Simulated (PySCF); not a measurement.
# Excitation energy of Pm⁺ by level of theory

Pm⁺ [Xe] 4f5 6s1 (high-spin determinant) → Pm⁺ [Xe] 4f5 6p1 (high-spin determinant), as a difference of total energies. Calculation: PySCF 2.14, in x2c-TZVPPall (11s7p7d4f2g, 113 functions); the spin-free X2C one-electron Hamiltonian (Gaussian nucleus). Correlated levels: valence: [Kr] 4d10 frozen; valence and next inner shell: [Ar] 3d10 frozen. The calculations carry no spin-orbit coupling.

```csv
method,excitation energy (eV)
UHF,2.688
LDA,3.015
r2SCAN,2.762
MP2 (valence),3.058
SCS-MP2 (valence),2.956
SCS-MP2 (valence and next inner shell),2.992
```

Problem. Estimate what MP2 (valence and next inner shell) gives.

Solution. 3.096 eV, closest to MP2 (valence) among the rows shown.

Problem. Estimate what PBE gives.

Solution. 2.842 eV, closest to r2SCAN among the rows shown.

A first-order spin-orbit estimate (lowest level to lowest level, LS coupling) adds -0.062 eV.

The basis was made for the ground configuration and has no added diffuse functions, so the excitation energy can come out too high.

The determinant of the upper state and of the lower state mixes LS terms, which raises its energy above the lowest term, most at the Hartree-Fock and MP2 levels.
